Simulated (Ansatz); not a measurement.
Ansatz (a program for electronic structure) input (PBE/def2-SVP):

Ansatz 0.2 input:
```yaml
crystal:
  periodic: [false, false, false]
  atoms:
    - {symbol: N, position_ang: [-0.28230100, -0.35341900, 1.69734200]}
    - {symbol: Si, position_ang: [-0.01120100, -0.00678600, 0.01061300]}
    - {symbol: O, position_ang: [1.57647800, -0.24093200, -0.32693800]}
    - {symbol: O, position_ang: [-0.34286100, 1.55696900, -0.34143800]}
    - {symbol: O, position_ang: [-1.00303000, -0.97626800, -0.85243000]}
    - {symbol: H, position_ang: [-1.27053400, -0.42114500, 1.94949200]}
    - {symbol: H, position_ang: [2.05592100, -0.86985600, 0.21816900]}
    - {symbol: H, position_ang: [0.37235400, 2.18905800, -0.22989500]}
    - {symbol: H, position_ang: [-0.86951500, -1.04727300, -1.80129200]}
basis:
  gaussian:
    orbitals: def2-SVP
hamiltonian:
  xc: {name: PBE}
magnetization: {spin_polarized: true, initial_magnetization: 1}
output: {forces: true}
```

Output:

```
Functional definition: PBE
integrals: 0.04 GiB planned
1029 factors; their error is unknown
mean field: 0.30 GiB planned
mean field evaluation 1: about -15540.2181 eV, gradient 6.6e1 eV
mean field evaluation 2: about -15508.3601 eV, gradient 1.1e2 eV
mean field evaluation 4: about -15555.1746 eV, gradient 6.2e0 eV
mean field evaluation 8: about -15555.3365 eV, gradient 1.8e-1 eV
mean field evaluation 16: about -15555.2807 eV, gradient 2.6e-4 eV
mean field -15555.28070184 eV, -571.6460220446 hartree, gradient 4.3e-5 eV, S^2 0.752324; 3 other end points of the search recorded, 0 dependent functions left out
the calculation of the forces begins
reference -15555.28073178 eV, -571.6460231448 hartree; 25, 24 occupied and 69, 70 virtual orbitals, 1029 factors
Total energy: -15555.28073178 eV, -571.6460231448 hartree
Atom 0 at    -0.282301    -0.353419     1.697342 Å, force     0.585575     0.003348     0.291005 eV/Å
Atom 1 at    -0.011201    -0.006786     0.010613 Å, force    -0.012826    -0.277312     0.606379 eV/Å
Atom 2 at     1.576478    -0.240932    -0.326938 Å, force     0.708905     0.277430    -0.586457 eV/Å
Atom 3 at    -0.342861     1.556969    -0.341438 Å, force    -0.684486     0.670183    -0.301761 eV/Å
Atom 4 at    -1.003030    -0.976268    -0.852430 Å, force    -0.776724    -0.554663     0.015345 eV/Å
Atom 5 at    -1.270534    -0.421145     1.949492 Å, force    -0.614544    -0.057968     0.105214 eV/Å
Atom 6 at     2.055921    -0.869856     0.218169 Å, force     0.225654    -0.362876     0.358916 eV/Å
Atom 7 at     0.372354     2.189058    -0.229895 Å, force     0.452256     0.333802     0.074126 eV/Å
Atom 8 at    -0.869515    -1.047273    -1.801292 Å, force     0.116190    -0.031944    -0.562765 eV/Å
Dipole moment:     0.159479    -0.012396    -0.155440 e Å
```

The geometry given is a B3LYP-D3(BJ)/def2-TZVP minimum.
